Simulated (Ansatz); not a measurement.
Geometry optimisation, Ansatz, RKS r2SCANh/def2-SVP.

Input:

```yaml
crystal:
  periodic: [false, false, false]
  atoms:
    - { symbol: W, position_ang: [0.012391, 0.033698, 0.092631] }
    - { symbol: F, position_ang: [0.989224, -0.557389, 1.578956] }
    - { symbol: H, position_ang: [0.87664, -1.223575, -0.588366] }
    - { symbol: H, position_ang: [1.006809, 0.541944, -1.166783] }
    - { symbol: F, position_ang: [-1.687332, 0.829087, -0.001178] }
    - { symbol: H, position_ang: [-0.707321, -1.448267, -0.047874] }
    - { symbol: H, position_ang: [-0.478347, -0.520736, -1.402053] }
    - { symbol: S, position_ang: [1.333208, 2.547399, 2.313635] }
    - { symbol: H, position_ang: [2.460985, 2.585787, 1.573311] }
    - { symbol: H, position_ang: [1.523345, 1.216451, 2.62922] }
basis:
  gaussian: { orbitals: def2-SVP }
hamiltonian:
  xc: r2scanh
relax:
  f_tol: 0.03
  max_steps: 50
```

Launched with:

```bash
$ ansatz run input.yaml --threads 4 --pin off --max-ram 5120MiB --backend cpu --events-out ev --progress --plain --runs-dir out
```

Task: Where does it end, and by what steps?

Result: The forces met the threshold. The force dipped under the threshold on the way, but the program's further checks kept it going. After 31 steps the energy has fallen by 0.427 eV; H10 moved furthest, 0.97 Å. Joined: W1–S8 (3.61 → 2.81 Å).

```csv
step,energy less start (eV),largest force component (eV/Å),accepted
0,0.0000,0.915,yes
2,-0.2321,0.811,yes
4,-0.3800,0.801,yes
6,-0.4114,0.231,yes
8,-0.4173,0.106,yes
10,-0.4182,0.024,yes
12,-0.4190,0.163,yes
14,-0.4203,0.127,yes
16,-0.4213,0.022,yes
18,-0.4225,0.083,yes
20,-0.4235,0.086,yes
22,-0.4222,0.267,no
24,-0.4246,0.051,yes
26,-0.4255,0.082,yes
28,-0.4264,0.034,yes
30,-0.4268,0.060,yes
31,-0.4270,0.010,yes
```

```xyz
10
Properties=species:S:1:pos:R:3
W 0.206 0.042 0.205
F 1.319 -0.903 1.412
H 0.831 -1.140 -0.795
H 1.070 0.679 -1.101
F -1.461 0.882 0.508
H -0.637 -1.382 -0.015
H -0.558 -0.245 -1.251
S 1.208 2.301 1.545
H 2.475 1.852 1.675
H 0.877 1.920 2.798
```

Whether the end is a true minimum wasn't checked by a vibrational analysis.

The run took 2 min on 4 threads of Intel(R) Xeon(R) Platinum 8259CL CPU @ 2.50GHz (Skylake/Cascade Lake) (shared host), peak memory 0.34 GiB.
